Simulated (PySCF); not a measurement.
C3H7Si, SMILES C1C[SiH]C1, multiplicity 2. Geometry optimised at PBE-D3(BJ)/def2-SVP. The isomer is the one that the SMILES or the coordinates give; other isomers of the formula were not compared.

Calculation: PBE-D3(BJ)/def2-SVP (PySCF 2.14.0).

Harmonic wavenumbers (cm⁻¹): 159, 401, 530, 568, 610, 650, 762, 772, 866, 902, 936, 945, 1003, 1083, 1150, 1175, 1232, 1362, 1380, 1406, 2052, 2944, 3007, 3007, 3026, 3080, 3080. Rotational constants (GHz): 8.711, 6.598, 4.313; symmetry number 1.

Problem. Work out the zero-point energy and the ideal-gas rigid-rotor harmonic-oscillator thermochemistry at 298.15 K and 1 atm.

Solution. ZPE = ½ Σ hcν = ½ × 38088 cm⁻¹ = 54.45 kcal/mol. H − E(el) = 58.16 kcal/mol. Entropy in cal/(mol K): translation 38.70, rotation 24.68, vibration 6.78, spin 1.38, total 71.54. G − E(el) = 36.83 kcal/mol. Cp = 20.55 cal/(mol K).
